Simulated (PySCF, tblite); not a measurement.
Isomers of C8H15N. Method: GFN2-xTB as coded in tblite; computed harmonic values from a numerical Hessian at the method's own geometry, unscaled. Errors from tens to a few hundred cm⁻¹ against measured bands are possible. One conformer each.

Electronic energies: PBE0/pcSseg-1 single points on the GFN2-xTB geometries (PySCF, gas phase).

| SMILES | electronic energy, lowest = 0 (kcal/mol) |
| --- | --- |
| CC/C(C)=C(C)\C=N/C | 37.4 |
| CN(C)[C@H]1C[C@H]2C[C@H]2C1 | 35.3 |
| C=C1C[C@H]1CNCCC | 55.7 |
| N[C@@H]1C[C@H]2CCC[C@@H]1C2 | 0.0 |
| C=C(CCCC)/N=C/C | 29.7 |
| C=C(/C=N\C)C(C)(C)C | 39.6 |
| C=C1CC[C@@H](C)[C@H]1CN | 21.1 |

Problem. How do GFN2-xTB zero-point energies change the relative energies?

Solution. 
```csv
SMILES,ZPE (kcal/mol),of it from modes above 1550 cm⁻¹,electronic (kcal/mol),"with ZPE, lowest = 0 (kcal/mol)",lowest mode (cm⁻¹),rings
N[C@@H]1C[C@H]2CCC[C@@H]1C2,138.2,67.0,0.0,0.0,123,2
C=C1CC[C@@H](C)[C@H]1CN,135.1,70.1,21.1,18.1,47,1
C=C(CCCC)/N=C/C,132.3,69.4,29.7,23.9,34,0
CN(C)[C@H]1C[C@H]2C[C@H]2C1,135.3,64.0,35.3,32.5,84,2
CC/C(C)=C(C)\C=N/C,132.1,69.2,37.4,31.3,36,0
C=C(/C=N\C)C(C)(C)C,132.2,69.8,39.6,33.7,42,0
C=C1C[C@H]1CNCCC,133.1,67.3,55.7,50.5,37,1
```

The zero-point energies span 6.1 kcal/mol, from `CC/C(C)=C(C)\C=N/C` to `N[C@@H]1C[C@H]2CCC[C@@H]1C2`. The lowest isomer stays, but the order above it changes.

Problem. And how do the electronic energies of GFN2-xTB itself compare?

Solution. `N[C@@H]1C[C@H]2CCC[C@@H]1C2` 0.0; `C=C1CC[C@@H](C)[C@H]1CN` 28.9; `C=C(CCCC)/N=C/C` 38.2; `CN(C)[C@H]1C[C@H]2C[C@H]2C1` 23.6; `CC/C(C)=C(C)\C=N/C` 39.5; `C=C(/C=N\C)C(C)(C)C` 43.0; `C=C1C[C@H]1CNCCC` 58.8 kcal/mol, lowest = 0. Against the energies above, taken from the same isomer `N[C@@H]1C[C@H]2CCC[C@@H]1C2`, the largest difference is 11.7 kcal/mol.

Problem. What do entropy and thermal enthalpy add at 298.15 K and 1 bar (rigid rotor, harmonic oscillator, one conformer each)?

Solution. 
| SMILES | point group | symmetry number | S (cal/(mol K)) | H − H(0) (kcal/mol) | ZPE + H − H(0) − TS (kcal/mol) |
| --- | --- | --- | --- | --- | --- |
| N[C@@H]1C[C@H]2CCC[C@@H]1C2 | C1 | 1 | 85.3 | 5.50 | 118.3 |
| C=C1CC[C@@H](C)[C@H]1CN | C1 | 1 | 95.6 | 6.74 | 113.4 |
| C=C(CCCC)/N=C/C | C1 | 1 | 107.3 | 7.91 | 108.2 |
| CN(C)[C@H]1C[C@H]2C[C@H]2C1 | Cs | 1 | 92.0 | 6.28 | 114.2 |
| CC/C(C)=C(C)\C=N/C | C1 | 1 | 108.3 | 8.15 | 107.9 |
| C=C(/C=N\C)C(C)(C)C | C1 | 1 | 103.0 | 7.75 | 109.3 |
| C=C1C[C@H]1CNCCC | C1 | 1 | 104.1 | 7.48 | 109.5 |
